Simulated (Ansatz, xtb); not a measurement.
# Ligand exchange: C3H8Si + B(CH3)(NH2)2 → C3H9NSi + BH(CH3)(NH2)

Species: C3H8Si `CC(C)[SiH]`, singlet; B(CH3)(NH2)2, singlet; C3H9NSi `CC(C)[Si]N`, singlet; BH(CH3)(NH2), singlet. The partners trade H for NH2: Si–H and B–NH2 bonds give way to Si–NH2 and B–H.

Shapes, held fixed at every level: PBE0-D4/def2-TZVP. Flexible molecules stand in one conformer, not always the lowest. Programs: Ansatz 0.2.0, xtb 6.7.1. The zero-point and thermal change to 298 K, harmonic and unscaled (PBE0-D4/def2-TZVP), is +5.3 kJ/mol.

```csv
level,kind,ΔH(298 K) (kJ/mol),less CCSD(T)/CBS estimate
GFN0-xTB,semi-empirical,+92.8,+127.6
HF/def2-TZVPP,Hartree–Fock,-40.1,-5.3
PBE-D4/def2-TZVPP,GGA,-25.0,+9.8
r2SCAN-D4/def2-TZVPP,meta-GGA,-27.3,+7.5
BHLYP-D4/def2-TZVPP,global hybrid,-36.0,-1.2
PBE0-D4/def2-TZVPP,global hybrid,-23.0,+11.8
wB97X-V/def2-TZVPP,range-separated hybrid,-31.3,+3.5
CCSD(T)/CBS estimate,coupled cluster or CI,-34.8,0.0
```

The highest level, CCSD(T)/CBS estimate, gives ΔH(298 K) = -34.8 kJ/mol; the levels span -40.1 to +92.8. They disagree on the sign: 1 of 8 are positive. GFN0-xTB strays far from the other rows. The column of differences is taken from that level and isn't an error. No measured value is set beside it here. The CBS estimate extrapolates MP2 from def2-TZVPP and def2-QZVPP and adds CCSD(T) − MP2 in the triple-zeta set, cores frozen.
